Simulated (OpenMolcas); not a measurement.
Rh⁺: effect of the active space

- Program: OpenMolcas 26.06
- Method: SS-CASPT2 or its RAS form, IPEA 0.25 Eh, imaginary shift 0.1 Eh
- Basis: ANO-RCC-VDZP
- Scalar Hamiltonian: DKH2, point nucleus
- Spin-orbit coupling: state interaction with AMFI integrals over the reference wave functions, term energies averaged over their components

A. 8 electrons in 5 orbitals (4d); 2S+1 = 3 even, 10 roots; 2S+1 = 1 even, 15 roots; closed shells correlated: 4s 4p; CASPT2 step of the order of 4 core-seconds
B. 8 electrons in 6 orbitals (4d 5s); 2S+1 = 5 even, 10 roots; 2S+1 = 3 even, 55 roots; 2S+1 = 1 even, 43 roots; closed shells correlated: 4s 4p; CASPT2 step of the order of 23 core-seconds
C. 8 electrons in 9 orbitals (RAS2 4d 5s; RAS3 5p, at most 2 electrons); 2S+1 = 3 even, 55 roots; 2S+1 = 5 even, 10 roots kept (CI in the orbitals of an earlier block); 2S+1 = 1 even, 50 roots kept (CI in the orbitals of an earlier block); 2S+1 = 3 odd, 16 roots; 2S+1 = 5 odd, 22 roots kept (CI in the orbitals of an earlier block); 2S+1 = 1 odd, 9 roots kept (CI in the orbitals of an earlier block, 0 in the spin-orbit step); closed shells correlated: 4s 4p; CASPT2 step roughly 6 core-minutes

Energies in cm-1 above 4d8 3F4, the measured ground level; measured values from NIST Handbook of Basic Atomic Spectroscopic Data.

```json
{"Level": "4d8 3F4", "A": "0.0", "B": "0.0", "C": "0.0", "Measured": "0.0"}
{"Level": "4d8 3F3", "A": "2420", "B": "2590", "C": "2590", "Measured": "2401"}
{"Level": "4d8 3F2", "A": "3630", "B": "3740", "C": "3790", "Measured": "3581"}
{"Level": "4d8 3P1", "A": "13050", "B": "11510", "C": "11570", "Measured": "10515"}
{"Level": "4d8 3P0", "A": "13280", "B": "11790", "C": "11840", "Measured": "10761"}
{"Level": "4d8 1G4", "A": "16660", "B": "15660", "C": "16160", "Measured": "14855"}
```

Deviations, from unrounded energies. A percentage is the sum of absolute deviations over the sum of measured energies, with the sign that they share, or ± where signs differ.

| Against measurement | Levels | A | B | C |
| --- | --- | --- | --- | --- |
| mean absolute deviation (cm-1) | 5 | 1400 | 630 | 770 |
| fine structure of the ground term (%) | 2 | +1.2 | +5.8 | +6.6 |
| other terms of the ground configuration (%) | 3 | +19.0 | +7.8 | +9.5 |

B lies closest to measurement on these levels and A furthest from it. The largest miss of B in the table is 4d8 3P0, by +1000 cm-1. The ranking rests on the paired levels alone, and a cruder setting can come out closer through cancelling errors.

The two smallest mean deviations differ by little beside CASPT2's spread within terms, so their order carries little weight.

Among A to C the level of the table that moves most is 4d8 3P1, by 1500 cm-1 (lowest in B, highest in A). Moves below CASPT2's spread within the term are not significant.

CASPT2 breaks the degeneracy within a term, and the mean is taken; among the terms shown or strongly mixed into the levels shown the widest spread is 720 cm-1 (4d8 3F, A). Configurations with an s electron lie low at this charge and mix in, so terms can be misplaced (holds for A). Some terms miss by over 15 % even with CASPT2, which points to a basis or an active space too small for the shells correlated (holds for A). Some high roots are left out of the spin-orbit mixing, which shifts the levels that they would mix with (holds for C). Terms from blocks run as CI alone lack orbitals of their own (holds for C). Measured partners are found by configuration, term and J. A level has none where our copy of the source lacks it or the pairing is in doubt (some pairs that miss far off the trend of their configuration count as doubtful), and it then counts in no deviation. Levels of configurations outside the active space are missing. Levels that lie high or do not pair safely by name in every column are left out.
